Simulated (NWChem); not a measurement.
# Ionisation of H2Sb

```xyz
3

Sb     0.0000     0.0000    -0.0461
H     -1.2234     0.0000     1.1743
H      1.2234     0.0000     1.1743
```
Charge 0, spin multiplicity 2.

Program: NWChem. All single points use one geometry, from UB3LYP/def2-SVP with def2 effective core potentials on Sb, a minimum by its harmonic frequencies.

Basis set: def2-TZVP. The species with one electron less has spin multiplicity 1 and keeps the geometry of the parent. Δ marks differences of total energies (open shells unrestricted). −ε marks an orbital energy of the parent. That orbital need not have the symmetry of the hole or added electron in the Δ rows. That singlet is a closed-shell solution.

Effective core potentials replace the inner electrons of Sb; spin-orbit coupling is left out. B3LYP has NWChem's definition, with VWN1-RPA local correlation. The structure started from a generated list of species. The unpaired electrons of the parent sit in orbitals of symmetry b2 (C2v labels of the run); other states weren't searched. No SCF solution was tested for a lower state.

Q: One of these methods gave a first vertical ionisation energy of 5.41 eV. Which?
A) −ε(alpha HOMO) of r2SCAN
B) G0W0@B3LYP
C) ΔPBE
D) −ε(alpha HOMO) of TPSS

A: D, −ε(alpha HOMO) of TPSS. The others give 8.34 (G0W0@B3LYP), 5.71 (−ε(alpha HOMO) of r2SCAN), 8.67 (ΔPBE).
